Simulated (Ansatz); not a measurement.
Consider the cleavage of the Si–Al bond: `[CH3][Al]([OH])[SiH3]` + `[AlH2][SeH]` → `[AlH2][Se][SiH3]` + `[CH3][AlH][OH]`.

Program: Ansatz. Geometries: PBE0-D4/def2-TZVP. ΔE: electronic, gas phase. CCSD(T)/CBS adds triple-zeta CCSD(T) − MP2 to the extrapolated MP2 energy (def2 sets, frozen cores). Functionals use def2-TZVPP. B3LYP here is the variant with VWN-RPA as its local correlation; programs differ in this. For Se outer-core shells are correlated without core-valence functions, which leaves a few kJ/mol of doubt a bond. Scalar relativity is left out up to krypton. Each species was taken in one conformer, which may not be the lowest.

Question: Is it downhill or uphill in electronic energy at CCSD(T)/CBS, and by how much? (Estimate.)

Answer: Computed: Downhill: ΔE = -0.61 eV.

Question: What do these levels give: r2SCAN-D4, B97M-V, PBE0-D4, B3LYP-D4, r2SCANh-D4, r2SCAN0-D4, PBE0, BHLYP, LC-ωPBE, HF/def2-QZVPP, HF/CBS(def2), CCSD/CBS(def2)? (An estimate is asked.)

Answer: Ansatz gave: r2SCAN-D4 -0.55, B97M-V -0.61, PBE0-D4 -0.52, B3LYP-D4 -0.56, r2SCANh-D4 -0.57, r2SCAN0-D4 -0.59, PBE0 -0.49, BHLYP -0.59, LC-ωPBE -0.54, HF/def2-QZVPP -0.67, HF/CBS(def2) -0.67, CCSD/CBS(def2) -0.61 eV.

Largest T1 diagnostic among the species: 0.013.

From PBE to PBE0 (25 % exact exchange), in def2-TZVPP and without D4, ΔE moves by −0.07 eV. The D4 term adds −0.05 eV with B3LYP and −0.02 eV with PBE0; it sums over pairs of atoms, weighted by their polarisabilities, and B3LYP, whose exchange is more repulsive, gets the larger term. Leaving LDA and LC-ωPBE aside and taking each functional with its dispersion term where it has one, the values, not all of them listed here, spread over 0.18 eV, from BHLYP-D4 to PBE-D4.
